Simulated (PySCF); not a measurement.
CaCl, SMILES [Cl][Ca], multiplicity 2. Geometry optimised at PBE-D3(BJ)/def2-TZVPD. The multiplicity is an assumed one; other spin states were not compared.

Q: Give the equilibrium geometry at PBE-D3(BJ)/def2-TZVPD (PySCF confirms it by a frequency run) as a Z-matrix, and its point group. (Estimate from the structure and the level; the computed values follow.)

A: point group C∞v.
```
Ca
Cl 1 2.4283
```
Charge 0, spin multiplicity 2.
